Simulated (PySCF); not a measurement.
Ligands exchanged one at a time, Ge C2H5-I. All species are isolated molecules in the gas phase. One relaxed conformer stands for each flexible species; it need not be the lowest. Strings in code marks are SMILES.

Calculation: PBE-D3(BJ)/def2-TZVP // B3LYP-D3(BJ)/def2-SVP (PySCF 2.14.0). All candidates: neutral, multiplicity 1. Excitations are Tamm–Dancoff values on a coarser integration grid. The basis has no diffuse functions, so Rydberg states are missing or too high.

```yaml
HOMO–LUMO gap: 4.82 eV
HOMO: -5.93 eV
S1 excitation (TDA): 5.05 eV
```

**Question.** Identify which member has these values.
A) `C[CH2][Ge]([I])([CH2]C)[CH2]C`
B) `C[CH2][Ge]([I])([I])[I]` (C–C–Ge–I torsion 180°)
C) `[I][Ge]([I])([I])[I]`
D) `C[CH2][Ge]([CH2]C)([CH2]C)[CH2]C`

**Answer.** A, `C[CH2][Ge]([I])([CH2]C)[CH2]C`. The others give `[I][Ge]([I])([I])[I]`: 2.37 eV, -6.66 eV, 2.49 eV; `C[CH2][Ge]([I])([I])[I]` (C–C–Ge–I torsion 180°): 3.04 eV, -6.39 eV, 3.17 eV; `C[CH2][Ge]([CH2]C)([CH2]C)[CH2]C`: 6.31 eV, -6.23 eV, 6.34 eV
